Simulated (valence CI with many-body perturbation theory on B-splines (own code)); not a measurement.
**Level structure of Pd14+**

Computed by valence CI with perturbative core correlation (CI+MBPT): four valence electrons over a frozen Dirac-Fock core [Ar] 3d10, radial functions for each j: 11 s, 11 p, 10 d, 8 f, 5 g, 2 h, with the one-electron correlation potential Σ1 (screened to all orders), the two-electron term Σ2, the three-electron term Σ3, Breit, model QED; selected single and double excitations, second order for the rest, scaled by the run's own slope (own B-spline code, finite nucleus).

No measured spectrum was set against this ion. As an estimate, levels hold to about 250 cm⁻¹ or 0.2 % of their energy and the worst to 1 %, as in measured heavy ions of charge 2 to 7; those with d or f electrons hold less well. Among the levels kept, up to 560 cm⁻¹ of a level comes from second order outside the variational space, and about a tenth of that is noise between levels of different J, which matters for small intervals.

Levels 1 to 45 of 180, with energies above the lowest level, 4s²4p² ³P_0. "Leading %" is the weight of the configuration and term that name the level; weights of strongly mixed levels are sums over their largest components and can fall short. Lifetimes count E1, E2, E3, M1 and M2 decay at the calculated energies, and are blank where another channel may lead or the interval is too uncertain; long ones can be off by a factor of two.

| No. | Configuration | Term | J | E (cm⁻¹) | Leading % | Lifetime | Second component |
| --- | --- | --- | --- | --- | --- | --- | --- |
| 1 | 4s²4p² | ³P | 0 | 0 | 84 |  | 14 % 4s²4p² ¹S |
| 2 | 4s²4p² | ³P | 1 | 36854 | 98 | 1.30 ms |  |
| 3 | 4s²4p² | ³P | 2 | 50057 | 56 | 48.2 ms | 42 % 4s²4p² ¹D |
| 4 | 4s²4p² | ¹D | 2 | 98345 | 56 | 405 μs | 42 % 4s²4p² ³P |
| 5 | 4s²4p² | ¹S | 0 | 134570 | 83 | 132 μs | 14 % 4s²4p² ³P |
| 6 | 4s4p³ | ⁵S° | 2 | 286290 | 87 | 2.13 ns | 11 % 4s4p³ ³P° |
| 7 | 4s4p³ | ³D° | 1 | 344200 | 71 | 120 ps | 16 % 4s4p³ ³P° |
| 8 | 4s4p³ | ³D° | 2 | 349340 | 70 | 211 ps | 16 % 4s4p³ ³P° |
| 9 | 4s4p³ | ³D° | 3 | 363900 | 93 | 262 ps | 5 % 4s²4p4d ³D° |
| 10 | 4s4p³ | ³P° | 0 | 394870 | 94 | 90.1 ps | 4 % 4s²4p4d ³P° |
| 11 | 4s4p³ | ³P° | 1 | 400460 | 72 | 73.3 ps | 16 % 4s4p³ ³D° |
| 12 | 4s4p³ | ³P° | 2 | 405820 | 43 | 74.7 ps | 24 % 4s4p³ ¹D° |
| 13 | 4s4p³ | ¹D° | 2 | 448440 | 52 | 55.4 ps | 25 % 4s4p³ ³P° |
| 14 | 4s4p³ | ³S° | 1 | 451520 | 58 | 12.1 ps | 32 % 4s4p³ ¹P° |
| 15 | 4s4p³ | ¹P° | 1 | 506410 | 55 | 13.4 ps | 33 % 4s4p³ ³S° |
| 16 | 4s²4p4d | ³F° | 2 | 515000 | 89 | 98.6 ps |  |
| 17 | 4s²4p4d | ³F° | 3 | 535020 | 91 | 107 ps | 4 % 4s²4p4d ³D° |
| 18 | 4s²4p4d | ³P° | 2 | 559070 | 44 | 9.81 ps | 28 % 4s²4p4d ¹D° |
| 19 | 4s²4p4d | ³F° | 4 | 568200 | 98 |  |  |
| 20 | 4s²4p4d | ³D° | 1 | 569830 | 54 | 6.36 ps | 28 % 4s²4p4d ³P° |
| 21 | 4s²4p4d | ¹D° | 2 | 594410 | 42 | 8.19 ps | 27 % 4s²4p4d ³D° |
| 22 | 4s²4p4d | ³P° | 0 | 602430 | 93 | 9.08 ps | 4 % 4s4p³ ³P° |
| 23 | 4s²4p4d | ³P° | 1 | 607270 | 62 | 7.60 ps | 30 % 4s²4p4d ³D° |
| 24 | 4s²4p4d | ³D° | 3 | 608870 | 80 | 6.29 ps | 7 % 4s²4p4d ¹F° |
| 25 | 4s²4p4d | ³D° | 2 | 613190 | 48 | 7.44 ps | 38 % 4s²4p4d ³P° |
| 26 | 4s²4p4d | ¹F° | 3 | 651300 | 87 | 5.40 ps | 9 % 4s²4p4d ³D° |
| 27 | 4s²4p4d | ¹P° | 1 | 660590 | 83 | 7.93 ps | 7 % 4s²4p4d ³D° |
| 28 | 4p⁴ | ³P | 2 | 689860 | 60 | 41.4 ps | 20 % 4p⁴ ¹D |
| 29 | 4p⁴ | ³P | 0 | 721320 | 56 | 33.0 ps | 25 % 4p⁴ ¹S |
| 30 | 4p⁴ | ³P | 1 | 733610 | 76 | 35.2 ps | 19 % 4s4p²4d ³P |
| 31 | 4p⁴ | ¹D | 2 | 742120 | 58 | 52.5 ps | 19 % 4p⁴ ³P |
| 32 | 4s4p²4d | ⁵F | 1 | 758050 | 86 | 426 ps | 6 % 4s4p²4d ³D |
| 33 | 4s4p²4d | ⁵F | 2 | 763870 | 76 | 305 ps | 15 % 4s4p²4d ⁵D |
| 34 | 4s4p²4d | ⁵F | 3 | 774670 | 68 | 235 ps | 24 % 4s4p²4d ⁵D |
| 35 | 4s4p²4d | ⁵D | 0 | 792270 | 92 | 477 ps |  |
| 36 | 4s4p²4d | ⁵F | 4 | 792930 | 79 | 4.55 ns | 18 % 4s4p²4d ⁵D |
| 37 | 4s4p²4d | ⁵D | 1 | 794720 | 86 | 190 ps | 7 % 4s4p²4d ⁵F |
| 38 | 4s4p²4d | ⁵D | 2 | 796510 | 63 | 117 ps | 18 % 4s4p²4d ⁵F |
| 39 | 4s4p²4d | ⁵D | 3 | 799650 | 45 | 99.5 ps | 25 % 4s4p²4d ⁵F |
| 40 | 4s4p²4d | ⁵D | 4 | 809140 | 56 | 1.62 ns | 27 % 4s4p²4d ³F |
| 41 | 4s4p²4d | ⁵F | 5 | 810720 | 89 | 3.06 ns | 10 % 4s4p²4d ³G |
| 42 | 4s4p²4d | ³F | 2 | 815720 | 82 | 119 ps | 5 % 4s4p²4d ⁵D |
| 43 | 4p⁴ | ¹S | 0 | 816490 | 52 | 40.0 ps | 19 % 4p⁴ ³P |
| 44 | 4s4p²4d | ³F | 3 | 830690 | 68 | 44.7 ps | 13 % 4s4p²4d ⁵P |
| 45 | 4s4p²4d | ³P | 2 | 839590 | 67 | 14.7 ps | 10 % 4p⁴ ³P |

Names give the largest LS component (configuration and term), which can be under half, so a name can repeat, a term be missing and a line seem to break the LS rules; names also repeat where a configuration has a term twice.

The ionisation energy to 4s²4p ²P°1/2 of the next ion comes out as 343.39 eV (NIST: 342 ± 3 eV (theoretical)). All 180 levels together are meant to be complete up to 1332700 cm⁻¹.
